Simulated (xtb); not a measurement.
C4H7NSi, SMILES N#C/C=C\C[SiH3]. All values are semi-empirical tight-binding results from xtb (GFN2-xTB unless named), good for trends rather than for accurate numbers. Geometry: GFN2-xTB. The structure was generated by enumeration; whether it is a known compound was not checked. Other conformers were not sampled.

Optimised geometry:

Bonded distances (Å): N1–C2 1.148, C2–C3 1.405, C3–C4 1.339, C3–H7 1.082, C4–C5 1.473, C4–H8 1.083, C5–Si6 1.922, C5–H9 1.090, C5–H10 1.090, Si6–H11 1.462, Si6–H12 1.460, Si6–H13 1.465. Bond angles (°): N1–C2–C3 179.8, C2–C3–C4 122.5, C2–C3–H7 115.5, C4–C3–H7 122.0, C3–C4–C5 124.7, C3–C4–H8 118.8, C5–C4–H8 116.4, C4–C5–Si6 110.0, C4–C5–H9 110.6, C4–C5–H10 110.3, Si6–C5–H9 108.3, Si6–C5–H10 108.9, H9–C5–H10 108.6, C5–Si6–H11 107.6, C5–Si6–H12 108.5, C5–Si6–H13 108.3, H11–Si6–H12 111.9, H11–Si6–H13 110.2, H12–Si6–H13 110.2.
Charge 0, spin multiplicity 1.

| Property | Value |
|---|---|
| orbital gap | 3.62 eV |
| dipole moment | 4.13 D |
| zero-point energy | 57.5 kcal/mol |
| G − E(el) at 298.15 K (modified RRHO) | 37.3 kcal/mol |
| static polarisability (D4 model) | 80.0 bohr³ |
| solvation energy, GFN2-xTB/ALPB(water) | -5.2 kcal/mol |
| solvation energy, GFN2-xTB/ALPB(ether) | -6.4 kcal/mol |

Computed atomic charges and the Wiberg bond orders between heavy atoms:
charges (e) N1 -0.26, C2 0.11, C3 -0.05, C4 -0.01, C5 -0.15, Si6 0.46, H7 0.05, H8 0.03, H9 0.04, H10 0.03, H11 -0.08, H12 -0.08, H13 -0.09. Bond orders N1–C2 2.77, C2–C3 1.13, C3–C4 1.77, C4–C5 1.09, C5–Si6 0.82.
